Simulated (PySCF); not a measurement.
C₉H₁₃F.
Geometry (GFN2-xTB, Å), atoms numbered from 1 in this order:
```xyz
23
C9H13F angstrom
C      2.3688    0.4557    0.2644
C      1.0433   -0.2485    0.5397
C      0.5980   -1.1177   -0.6502
C     -0.8082   -0.6968   -1.1117
C     -0.7739    0.7625   -1.4507
C     -0.3851    1.5017   -0.4251
F     -0.2665    2.8466   -0.4495
C     -0.0735    0.7757    0.8388
C     -1.3403   -0.0025    1.2396
C     -1.7737   -0.8987    0.0702
H      2.6740    1.0480    1.1248
H      2.2776    1.1181   -0.5936
H      3.1492   -0.2731    0.0572
H      1.1652   -0.8739    1.4296
H      0.5822   -2.1724   -0.3730
H      1.2953   -1.0030   -1.4814
H     -1.1226   -1.2994   -1.9656
H     -1.0399    1.1392   -2.4222
H      0.2307    1.4623    1.6308
H     -1.1247   -0.5982    2.1272
H     -2.1307    0.7038    1.4963
H     -1.7626   -1.9495    0.3622
H     -2.7874   -0.6528   -0.2479
```

IAO charges (e) from the PBE0/pcSseg-1 density (PySCF), one withheld:

| atom | bonded to | charge |
| --- | --- | --- |
| C1 | C2 H11 H12 H13 | -0.4173 |
| C2 | C1 C3 C8 H14 | ? |
| C3 | C2 C4 H15 H16 | -0.2634 |
| C4 | C3 C5 C10 H17 | -0.1071 |
| C5 | C4 C6 H18 | -0.2395 |
| C6 | C5 F7 C8 | +0.2750 |
| F7 | C6 | -0.2741 |
| C8 | C6 C9 C2 H19 | -0.1418 |
| C9 | C8 C10 H20 H21 | -0.2594 |
| C10 | C9 C4 H22 H23 | -0.2630 |
| H11 | C1 | +0.1363 |
| H12 | C1 | +0.1398 |
| H13 | C1 | +0.1388 |
| H14 | C2 | +0.1260 |
| H15 | C3 | +0.1309 |
| H16 | C3 | +0.1331 |
| H17 | C4 | +0.1392 |
| H18 | C5 | +0.1584 |
| H19 | C8 | +0.1458 |
| H20 | C9 | +0.1334 |
| H21 | C9 | +0.1396 |
| H22 | C10 | +0.1303 |
| H23 | C10 | +0.1381 |

Problem. What is the charge on C2?

Solution. The charges add up to the total charge, 0. The others sum to +0.0991, which leaves -0.0991 e for C2 (sp3 CH carbon); the computed value is -0.0992, the difference coming from rounding.

Problem. Add each hydrogen's charge to the atom that carries it.

Solution. C1 -0.0024, C2 +0.0268, C3 +0.0006, C4 +0.0321, C5 -0.0811, C8 +0.0040, C9 +0.0136, C10 +0.0054. Atoms without hydrogen keep their charges.

Problem. Across which bond do the charges differ most?

Solution. H12–C1: +0.1398 on H12 against -0.4173 on C1, a difference of 0.5571 e (C1–H13 within 0.003 e of it). The lower charge is on the more electronegative element of the two (Pauling values: C 2.55, H 2.20).

Problem. Take the bonds between elements whose Pauling electronegativities differ by more than 0.25. In how many does the more electronegative atom carry the lower charge?

Solution. In 14 of 14.

Problem. How much positive and how much negative charge does this set hold in all?

Solution. +2.0647 e on 14 atoms and -2.0648 e on 9.

The IAO scheme projects the occupied orbitals on a minimal set of polarised atomic orbitals and counts the electrons in each atom's part of it. Geometry: GFN2-xTB; no solvent, vibrations or thermal averaging.
